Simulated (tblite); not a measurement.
Compound: C6H8F2.
Atom-mapped SMILES: `[CH:1]#[C:2][C@@H:3]([F:4])[C@H:5]([CH3:6])[CH2:7][F:8]` (hydrogens: H9 on C1; H10 on C3; H11 on C5; H12, H13, H14 on C6; H15, H16 on C7)

Computed with GFN2-xTB (tblite), gas phase: nudged elastic band of 9 images (0 to 8), spring 0.2 eV/Å², climbing image at the end, force threshold 0.05 eV/Å. No saddle search or frequency run followed, so the top image need not be a first-order saddle, and its height can exceed the method's true barrier by a kcal/mol or more.

The band describes a rotation about C3–C5 (sp3 C–F carbon, sp3 CH carbon), followed by the dihedral F4–C3–C5–C7, from the optimised start (-66°) to a second optimised geometry at 63°.

**Question.** Give the energy profile along the converged band.

**Answer.** 
```
image  dihedral (°)  E (kcal/mol)  C3–C5 (Å)  F4···C7 (Å)  largest true force (eV/Å)
    0           -66          0.00      1.540         2.93                       0.01
    1           -52          0.71      1.542         2.80                       0.04
    2           -37          2.63      1.549         2.71                       0.06
    3           -20          4.72      1.556         2.64                       0.05
    4            -2          5.96      1.560         2.61                       0.04
    5            16          5.87      1.557         2.64                       0.04
    6            33          4.77      1.551         2.72                       0.06
    7            50          3.41      1.544         2.83                       0.05
    8            63          2.52      1.541         2.95                       0.01
```

Barriers of this band. The top is image 4 at -2°: 5.96 kcal/mol forward and 3.44 kcal/mol back; the end lies 2.52 kcal/mol above the start. The central bond is 0.020 Å longer at the top than at the start.

**Question.** What rate follows at 200 K for crossing this barrier forward?

**Answer.** Taking the electronic barrier for the free energy of activation (no zero-point or entropy terms, transmission 1), rate = (kT/h)·exp(−ΔE/kT) ≈ 1 × 10^6 s⁻¹, whose inverse is 8 × 10^-7 s. An error of 1 kcal/mol in the barrier changes this by a factor of 12, and the method and the loose band can each miss by that much or more.

**Question.** How would the two end points share their population at 200 K, from these energies alone?

**Answer.** exp(−ΔE/kT) with ΔE = 0.109 eV gives 0.0018 for the higher one (end) against 1 for the lower, without vibrational, rotational or degeneracy terms.

**Question.** How long is the path, and how are the images spaced?

**Answer.** Cartesian distances between aligned neighbours (all atoms, Å): 0.88, 0.88, 0.88, 0.89, 0.88, 0.91, 0.90, 0.83; the sum is 7.04 Å, and the top lies 50 % of the way along.

The cost below is that of the whole band run. The run took 4.2 s of wall time on Arm Neoverse V1, one thread, shared host, and the process peaked at 0.18 GiB of memory.
